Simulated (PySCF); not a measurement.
The multiplicity is imposed and other spin states were not computed.

[Pd(CO)] (charge 0, multiplicity 1)

Computed with PySCF with TPSSh-D3(BJ)/def2-TZVP // PBE-D3(BJ)/def2-SVP.

* **HOMO**: -5.71 eV
* **dipole moment**: 3.01 D
* **HOMO–LUMO gap**: 3.48 eV
* **LUMO**: -2.23 eV
* **charge on the central atom (Mulliken)**: 0.08 e
* **mean C–O bond length of the carbonyls**: 1.161 Å
* **total energy**: -241.2576 Ha
* **cost**: about 30 core-seconds (a rough figure)

```xyz
3

Pd     0.1284     0.2192     0.1077
O      1.4910     2.6095     1.2674
C      0.9613     1.6802     0.8166
```
Charge 0, spin multiplicity 1.
